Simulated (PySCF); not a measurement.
Nb(O)(OH)2(Me) (CH5NbO3), SMILES [CH3][Nb](=[O])([OH])[OH], multiplicity 1.

Geometry: B3LYP-D3(BJ)/def2-SVP. The spin state was assumed, not searched. The structure was generated by enumeration; whether it is a known compound was not checked. The def2 effective core potentials stand for the cores of Nb; spin–orbit coupling is left out. One conformer was computed; it need not be the lowest.

Two levels are set side by side: PBE/def2-TZVP (PySCF) and CAM-B3LYP/def2-TZVP (PySCF). Same geometry, gas phase. Differences are taken from unrounded values.

```json
[
 {"quantity": "orbital gap (eV)", "PBE": "4.58"},
 {"quantity": "highest occupied level (eV)", "PBE": "-6.73"},
 {"quantity": "lowest empty level (eV)", "PBE": "-2.15"},
 {"quantity": "dipole moment (D)", "PBE": "1.25"},
 {"quantity": "mean polarisability (bohr³)", "PBE": "64.3"}
]
```

**Question.** These are the PBE values. What does CAM-B3LYP give? (The exact figures need the calculation; the answer reports its results.)

**Answer.** 
```json
[
 {"quantity": "orbital gap (eV)", "CAM-B3LYP": "9.37", "PBE minus CAM-B3LYP": "-4.79"},
 {"quantity": "highest occupied level (eV)", "CAM-B3LYP": "-9.55", "PBE minus CAM-B3LYP": "2.81"},
 {"quantity": "lowest empty level (eV)", "CAM-B3LYP": "-0.17", "PBE minus CAM-B3LYP": "-1.98"},
 {"quantity": "dipole moment (D)", "CAM-B3LYP": "1.28", "PBE minus CAM-B3LYP": "-0.03"},
 {"quantity": "mean polarisability (bohr³)", "CAM-B3LYP": "60.8", "PBE minus CAM-B3LYP": "3.5"}
]
```

PBE's occupied levels lie high since its potential decays too fast outside the molecule; exact exchange lowers them and widens the gap. PBE's more diffuse valence density responds more strongly to a field. Differences between two approximate levels are no errors against the true value.

Rough cost on one machine, each run with all the roots and properties that it gave: CAM-B3LYP against PBE within a factor of 2.
